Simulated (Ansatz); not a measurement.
AsH3O (`O[AsH2]`), relaxed with RKS PBE0-D4/def2-TZVP in Ansatz 0.2.0 from a PBE-D4/def2-SVP geometry. The force threshold is 0.005 eV/Å; the program also tests the step.

Charge 0, multiplicity 1.

Start:

```xyz
5

O     0.230    1.004    0.501
As   -0.454   -0.597   -0.069
H    -0.387    1.310    1.191
H    -0.269   -0.336   -1.583
H     0.881   -1.381   -0.040
```

(1) By how much does the energy fall, and how many steps does the optimiser take? (Best estimate.)

(2) Which bonds change most? (Estimate.)

(3) Give the relaxed structure. (Best estimate.)

Results:

(1) Ansatz gave: 2.58 kJ/mol, in 5 steps.

(2) Ansatz gave: O1–As2 from 1.832 to 1.802 Å; As2–H5 from 1.549 to 1.528 Å; As2–H4 from 1.548 to 1.527 Å; O1–H3 from 0.976 to 0.960 Å.

(3) Ansatz gave: 
```xyz
5

O     0.217    0.970    0.496
As   -0.449   -0.603   -0.075
H    -0.373    1.310    1.172
H    -0.272   -0.316   -1.565
H     0.877   -1.361   -0.028
```
